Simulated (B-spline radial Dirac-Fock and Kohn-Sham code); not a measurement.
# Energy-loss ionisation edge L3 of Ar

System: the Ar atom, [Ne] 3s2 3p6. Level of theory: the first Born approximation with generalised oscillator strengths from a Dirac-Hartree-Slater potential (longitudinal and transverse terms; continuum final states only, so no white lines or fine structure); a B-spline atomic structure program. The edge is taken at 248.4 eV (tabulated value).

Partial cross sections σ(β, Δ) in barn, integrated over a window Δ above the edge and up to the collection semi-angle β, for parallel illumination:

```
E₀ (kV)  β (mrad)  Δ = 25 eV  Δ = 50 eV  Δ = 100 eV  Δ = 200 eV  Δ = 300 eV
     60        10       8910      14700       22400       29400       32200
     60        20      12500      20700       32100       43300       47900
     80         5       5300       8670       13000       16900       18300
     80        10       8260      13700       20900       27800       30500
     80        20      11000      18300       28500       38700       43000
    120         5       5140       8470       12900       16900       18400
    120        10       7330      12200       18800       25200       27800
    120        20       9150      15300       24000       32900       36700
    200        10          ?          ?           ?           ?           ?
    200        20       7430      12500       19700       27300       30700
    200       100       7890      13400       21400       30400       34900
    300         5       4690       7800       12000       16200       17900
    300        20       6490      11000       17400       24200       27400
    300       100       6690      11300       18100       25700       29500
```

Question: Give the row for 200 kV and 10 mrad.

Answer: 6360 b for 25 eV, 10600 b for 50 eV, 16500 b for 100 eV, 22300 b for 200 eV, 24800 b for 300 eV.

Values without a named source are computed, but for edge energies of neutral atoms, which are taken from tables.
